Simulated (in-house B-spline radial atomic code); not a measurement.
Results of a calculation; reference values are marked as such.
# C6 from the polarisability at imaginary frequency: Sn²⁺

HSE06 linear response of the closed shell [Kr] 4d10 5s2, from a B-spline radial code for spherical atoms; scalar-relativistic (spin-free one-electron X2C), finite nucleus, no spin-orbit coupling; shells from n = 3 respond.

The dispersion coefficient of two like species is C6 = (3/π) ∫ α(iu)² du from 0 to ∞.

| u (hartree) | α(iu) (bohr³) |
| --- | --- |
| 0 | 15.56 |
| 0.156 | 13.51 |
| 0.364 | 9.006 |
| 0.624 | 5.7 |
| 1.04 | 3.487 |
| 1.56 | 2.319 |
| 2.34 | 1.479 |
| 3.64 | 0.8378 |
| 5.2 | 0.4976 |
| 7.79 | 0.2634 |
| 13 | 0.1148 |
| 26 | 0.03752 |

Problem. Fit one oscillator, α(iu) = α(0)/(1 + u²/ω²), through u = 0.624 and estimate C6.

Solution. From α(0)/α(iu) − 1 = 15.56/5.7 − 1 = 1.7298, ω = u/√1.7298 = 0.4744 hartree (12.9 eV). London's formula gives C6 = (3/4) α(0)² ω = 0.75 × 15.56² × 0.4744 = 86.15 hartree·bohr⁶, and the oscillator holds f = α(0) ω² = 3.50 electrons, of a sum of oscillator strengths of 41.4.

Problem. How does that compare with the full integral?

Solution. The program's quadrature over all excitations gives C6 = 88.18, so the single oscillator is off by -2.3 %. At the last point the fit gives α = 0.00518 against 0.0375: higher excitations, and deeper shells where there are any, keep the true curve higher at large u.
